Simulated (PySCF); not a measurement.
Be(Br)(iPr) (C3H7BeBr), SMILES C[CH](C)[Be][Br]. Geometry optimised at ωB97X-D3(BJ)/def2-SVP. The structure was generated by enumeration; whether it is a known compound was not checked. Other conformers were not sampled.

Calculation: ωB97X-D3(BJ)/def2-SVP (PySCF 2.14.0).

Harmonic wavenumbers (cm⁻¹): 82, 111, 230, 247, 276, 385, 400, 458, 884, 922, 972, 992, 1037, 1102, 1191, 1287, 1318, 1400, 1416, 1469, 1486, 1486, 1495, 3022, 3038, 3038, 3118, 3118, 3135, 3136. Rotational constants (GHz): 7.898, 1.026, 0.9372; symmetry number 1.

Task: Work out the zero-point energy and the ideal-gas rigid-rotor harmonic-oscillator thermochemistry at 298.15 K and 1 atm.

Result: ZPE = ½ Σ hcν = ½ × 42252 cm⁻¹ = 252.72 kJ/mol. H − E(el) = 273.53 kJ/mol. Entropy in J/(mol K): translation 169.64, rotation 117.74, vibration 66.26, total 353.64. G − E(el) = 168.09 kJ/mol. Cp = 104.10 J/(mol K). Modes under 150 cm⁻¹ make the vibrational entropy uncertain.
